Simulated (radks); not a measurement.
Results of a calculation; reference values are marked as such.
Ionisation of the tellurium ion Te3+, [Kr] 4d10 5s2 5p1, to [Kr] 4d10 5s2 as the strength of local exchange is varied. Code: a radial shooting solver on a logarithmic mesh with Libxc functionals. Model: Dirac Kohn-Sham, Slater X-alpha exchange (alpha = 2/3 is LDA exchange), no correlation, spin-unpolarised, spherical densities, point nucleus; open shells are shared between the two j in proportion to 2j + 1.

alpha  E(Te3+) (hartree)  exchange (hartree)  IE (eV)  -e of the level emptied (eV)  <r> of it (bohr)
0.586        -6764.40510          -144.21680   34.610                29.316 (5p3/2)             2.293
0.601        -6768.09759          -147.98392   34.797                29.496 (5p3/2)             2.287
0.622        -6773.27026          -153.26422   35.060                29.749 (5p3/2)             2.278
0.667        -6784.36699          -164.60399   35.628                30.295 (5p3/2)             2.260
0.782        -6812.80239          -193.73727   37.098                31.712 (5p3/2)             2.216
0.841        -6827.43397          -208.76971   37.863                32.452 (5p3/2)             2.193
1.01         -6869.50601          -252.15051   40.100                34.617 (5p3/2)             2.133

NIST Atomic Spectra Database: 37.416 eV (measured). The Delta-SCF value meets it near alpha = 0.81. Spin polarisation and multiplet splitting are left out, so open shells lie too high by an amount that depends on their filling. Sharing an open shell by 2j + 1 raises it above the true ground level by a part of the spin-orbit splitting, which enters the differences from NIST.

Beside tabulated values, note that spin-unpolarised runs miss the spin-polarisation part of the exchange energy of open shells.
